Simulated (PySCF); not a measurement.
A PySCF run on SiSn

State: ³Σ⁻ (triplet), unpaired electrons π ↑↑.

An equivalent input (the run itself took its basis sets from the Basis Set Exchange, started from a PBE0 density and held the occupation σ 9α 9β, πx 4α 3β, πy 4α 3β, δx 1α 1β, δy 1α 1β):

```python
from pyscf import gto, dft
mol = gto.M(atom='Si 0 0 0; Sn 0 0 2.516', basis={'Si': 'def2-TZVPP', 'Sn': 'def2-TZVPP'}, ecp={'Sn': 'def2-TZVPP'},
            charge=0, spin=2, verbose=4, symmetry='C2v')
mf = dft.UKS(mol, xc='PBE_R,PBE')
mf.grids.atom_grid = (80, 434)
mf.grids.prune = dft.gen_grid.treutler_prune
mf.irrep_nelec = {'A1': (10, 10), 'A2': (1, 1), 'B1': (4, 3), 'B2': (4, 3)}
mf.conv_tol = 1e-9
mf.max_cycle = 60
mf.diis_space = 10
mf.kernel()
```

The log (some set-up lines and the per-cycle HOMO/LUMO lines removed):

```
******** <class 'pyscf.dft.uks_symm.SymAdaptedUKS'> ********
method = SymAdaptedUKS
damping factor = 0
level_shift factor = 0
DIIS = <class 'pyscf.scf.diis.CDIIS'>
diis_start_cycle = 1
diis_space = 10
diis_damp = 0
SCF conv_tol = 1e-09
SCF conv_tol_grad = None
SCF max_cycles = 60
number electrons alpha = 19  beta = 17
Set gradient conv threshold to 3.16228e-05
init E= -503.719755938177
cycle= 1 E= -503.720946666443  delta_E= -0.00119  |g|= 0.0132  |ddm|= 0.171
cycle= 2 E= -503.720744547283  delta_E= 0.000202  |g|= 0.0191  |ddm|= 0.04
cycle= 3 E= -503.720849703683  delta_E= -0.000105  |g|= 0.0114  |ddm|= 0.0445
cycle= 4 E= -503.720997191412  delta_E= -0.000147  |g|= 0.000878  |ddm|= 0.0197
cycle= 5 E= -503.720997778216  delta_E= -5.87e-07  |g|= 0.00023  |ddm|= 0.00151
cycle= 6 E= -503.720997808876  delta_E= -3.07e-08  |g|= 6.17e-05  |ddm|= 0.000374
cycle= 7 E= -503.720997813502  delta_E= -4.63e-09  |g|= 4.5e-06  |ddm|= 0.000117
cycle= 8 E= -503.720997813526  delta_E= -2.39e-11  |g|= 1.51e-06  |ddm|= 1.22e-05
Extra cycle  E= -503.720997813502  delta_E= 2.41e-11  |g|= 4.72e-06  |ddm|= 1.06e-05
converged SCF energy = -503.720997813502  <S^2> = 2.0056417  2S+1 = 3.0037588
```

Repeating this along the bond gives Re = 2.561 Å and ωe = 325 cm⁻¹.

A point of this curve took 0.8 CPU seconds beside 0.57 for the integrals, on AMD EPYC 9R14 (shared host).

Spin–orbit coupling is left out. The state is the lowest determinant that a PBE0 search found; another state may lie lower at other levels.
